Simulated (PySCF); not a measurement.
Species: C5H9NS.
Bonds: C1–C2, C2–S3 (double), C2–C4, C4–C5, C5–N6, N6–C7, C4–C7. Hydrogens: H8, H9, H10 on C1; H11 on C4; H12, H13 on C5; H14 on N6; H15, H16 on C7.

Computed geometry: GFN2-xTB, gas phase.

Question: List the bond lengths, angles and torsions at this level.

Answer: 
```csv
bond,length (Å)
C1–C2,1.486
C2=S3,1.627
C2–C4,1.486
"C4–C5, C4–C7",1.547
"C5–N6, N6–C7",1.463
"C1–H8, C1–H9, C1–H10",1.089
C4–H11,1.090
"C5–H12, C7–H15",1.095
"C5–H13, C7–H16",1.091
N6–H14,1.013
```

Bonds in one row agree within 0.01 Å and their mean is given. A selection of angles:
```csv
angle,degrees
C2–C1–H8,111.1
C2–C1–H9,108.9
H8–C1–H9,107.9
H8–C1–H10,110.9
C1–C2–S3,121.7
C1–C2–C4,118.2
S3–C2–C4,120.1
C2–C4–C5,112.7
C2–C4–C7,116.8
C2–C4–H11,110.0
C5–C4–C7,85.2
C5–C4–H11,114.7
C4–C5–N6,89.6
C4–C5–H12,112.0
C4–C5–H13,116.4
N6–C5–H12,115.5
N6–C5–H13,113.3
H12–C5–H13,109.2
C5–N6–C7,91.4
C5–N6–H14,116.5
C4–C7–H16,117.0
```

Dihedral angles: C1–C2–C4–C5 -62° (synclinal); C2–C4–C5–N6 103° (anticlinal); C4–C5–N6–C7 15° (synperiplanar); C5–N6–C7–C4 -15° (synperiplanar); C2–C4–C7–N6 -99° (anticlinal). The mirror-image conformer, all signs reversed, is as good.

The 4-membered ring C4–C5–N6–C7 has internal angles of 85.2° to 91.4°; it is puckered, 0.10 Å rms from its mean plane, widest ring torsion 15°. The 4 C–C bonds span 1.486 Å (C2–C4, drawn single) to 1.550 Å (C4–C5, drawn single), a spread of 0.064 Å. N6 (secondary amine nitrogen) is pyramidal (angles 116.6°, 116.5° and 91.4°, sum 324.6°, 0.43 Å off the plane of its three neighbours). Of the pairs four or more bonds apart, N6···H8 is among the closest relative to their van der Waals radii: 2.48 Å, 90 % of the sum of Bondi's values.

Point group: C1 (no symmetry element, even within 0.4 Å). Not checked by GFN2-xTB frequencies. One conformer, not necessarily the lowest.
